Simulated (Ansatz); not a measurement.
Ansatz (a program for electronic structure) input (PBE0/def2-QZVPP):
A basis named .json is the Basis Set Exchange file of that set.

Ansatz 0.2 input:
```yaml
crystal:
  periodic: [false, false, false]
  atoms:
    - {symbol: Cl, position_ang: [-1.83818454, 1.40944544, -1.20576132]}
    - {symbol: Si, position_ang: [-1.80645985, -0.35121505, -0.15483114]}
    - {symbol: Cl, position_ang: [-3.49400900, -0.46766776, 1.01633287]}
    - {symbol: C, position_ang: [-0.31679765, -0.41887040, 0.96108456]}
    - {symbol: Si, position_ang: [1.34705007, -0.16047042, 0.19092779]}
    - {symbol: Cl, position_ang: [1.44339081, -1.11173200, -1.62127790]}
    - {symbol: Cl, position_ang: [1.72644751, 1.82629242, -0.08247153]}
    - {symbol: Cl, position_ang: [2.80521374, -0.93665591, 1.40189141]}
    - {symbol: H, position_ang: [-1.84241573, -1.46481695, -1.10956926]}
    - {symbol: H, position_ang: [-0.31633250, -1.40901455, 1.42820916]}
    - {symbol: H, position_ang: [-0.43732324, 0.31605376, 1.76137004]}
basis:
  gaussian:
    orbitals: def2-QZVPP.json
hamiltonian:
  xc: {name: PBE0}
```

End of the output:

```
integrals: 2.41 GiB planned
2941 factors; their error is unknown
0.84 GiB of the device are held for the grids
8.40 GiB of device memory are held for the factors and their scratch space
mean field: 10.16 GiB planned
mean field evaluation 1: about -79432.9290 eV, gradient 5.4e1 eV
mean field evaluation 2: about -79429.2858 eV, gradient 6.1e1 eV
mean field evaluation 4: about -79439.3452 eV, gradient 4.1e0 eV
mean field evaluation 8: about -79439.3811 eV, gradient 6.8e-2 eV
mean field evaluation 16: about -79439.4608 eV, gradient 7.0e-5 eV
mean field -79439.46078111 eV, -2919.3463377053 hartree, gradient 7.0e-5 eV, S^2 0.000000; 0 other end points of the search recorded, 0 dependent functions left out
reference -79439.46082305 eV, -2919.3463392467 hartree; 61, 61 occupied and 576, 576 virtual orbitals, 2941 factors
Total energy: -79439.46082305 eV, -2919.3463392467 hartree
```
